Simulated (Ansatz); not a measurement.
`P[SiH2][SeH]` + `[F][GeH]([F])[Cl]` → `[F][Ge]([F])([Cl])[SeH]` + `[SiH3]P` at 600 K and 1 bar (formal exchange of groups at the Se–Si bond).

Calculated with Ansatz (gas phase, PBE0-D4/def2-TZVP geometries, no zero-point term in ΔE). CBS: MP2 limit from def2 TZ/QZ plus the TZ coupled-cluster correction, frozen cores. This one scheme is used for every species. For Ge, Se outer-core shells are correlated without core-valence functions, which leaves a few kJ/mol of doubt a bond. Scalar relativity is left out up to krypton. One conformer a species, not always the lowest.

| species | CCSD(T)/CBS energy (Eh) | H − E (kJ/mol) | S (J/(mol·K)) |
| --- | --- | --- | --- |
| `P[SiH2][SeH]` | -3033.74999 | 166.9 | 418.9 |
| `[F][GeH]([F])[Cl]` | -2736.19042 | 79.1 | 374.4 |
| `[F][Ge]([F])([Cl])[SeH]` | -5136.92697 | 94.2 | 456.2 |
| `[SiH3]P` | -633.00997 | 151.6 | 340.7 |

H − E and S are ideal-gas, rigid-rotor, harmonic terms from PBE0-D4/def2-TZVP, for one conformer and one mirror image of each species. 1 Eh = 2625.50 kJ/mol, R = 8.31446 J/(mol·K).

Question: By hand: ΔE, ΔH, ΔS and ΔG.

Answer: ΔE = (-5136.92697) + (-633.00997) − (-3033.74999) − (-2736.19042) = 0.00347 Eh = 9.1 kJ/mol. Δ(H − E) = 94.2 + 151.6 − 166.9 − 79.1 = -0.2, so ΔH = 8.9 kJ/mol. ΔS = 456.2 + 340.7 − 418.9 − 374.4 = 3.6 J/(mol·K). ΔG = 8.9 − 600 × (3.6)/1000 = 6.7 kJ/mol.

Question: By hand: the equilibrium constant, and the temperature at which ΔG would vanish if ΔH and ΔS stayed fixed.

Answer: log₁₀ K = −ΔG/(RT ln 10) = -0.6. ΔG = 0 at ΔH/ΔS = 2472 K, though so small a ΔH makes that figure unsure.

The number of gas molecules stays the same, so ΔS is small and ΔH decides. A doubt of 5 kJ/mol in ΔE shifts log₁₀ K by 0.4 here. Other conformers and mirror images would add mixing entropy, several J/(mol·K) or more a flexible species. These are equilibria of isolated gas molecules and say nothing of rates. Largest T1 diagnostic: 0.013 (customary marks: 0.02 for closed shells, 0.045 for open ones).
